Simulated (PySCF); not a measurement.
C5H9ClSi2.
InChI=1S/C5H9ClSi2/c1-2-5-7-4-8(5)3-6/h1,5,8H,3-4,7H2/t5-,8-/m1/s1

Torsions of this conformer, `[CH:1]#[C:2][C@@H:3]1[SiH2:4][CH2:5][Si@H:6]1[CH2:7][Cl:8]`: C5–Si6–C7–Cl8 -64°.

The closed-shell ground state was solved at several levels (PySCF, density fitting, gas phase, non-relativistic). The structure is a single PBE0-D3(BJ)/def2-SVP conformer in the gas phase; no vibrational or solvent corrections.

```json
{"level": "CAM-B3LYP/def2-SVPD", "basis functions": "247", "total energy (Eh)": "-1234.5207", "HOMO (eV)": "-8.22", "LUMO (eV)": "0.59", "gap (eV)": "8.81", "dipole (D)": "1.07"}
{"level": "PBE0/pcSseg-1", "basis functions": "202", "total energy (Eh)": "-1234.3735", "HOMO (eV)": "-6.95", "LUMO (eV)": "-0.23", "gap (eV)": "6.72", "dipole (D)": "1.06"}
```

Question: What might B97-2/pcSseg-1 (202 basis functions) give for the same quantities?

Answer: Total energy -1234.9968 Eh, HOMO -6.70 eV, LUMO -0.23 eV, gap 6.47 eV, dipole 1.06 D.

Question: Over all these levels, which gives the widest orbital gap and which the narrowest?

Answer: CAM-B3LYP/def2-SVPD (range-separated hybrid) has the widest, 8.81 eV, and B97-2/pcSseg-1 (global hybrid, 21 % exact exchange) the narrowest, 6.47 eV. Functional and basis both differ between the two, so the spread mixes both effects.

Question: How far do the dipole and the HOMO energy spread over the levels?

Answer: The dipole runs from 1.06 to 1.07 D (mean 1.06 D) and the HOMO from -8.22 to -6.70 eV.
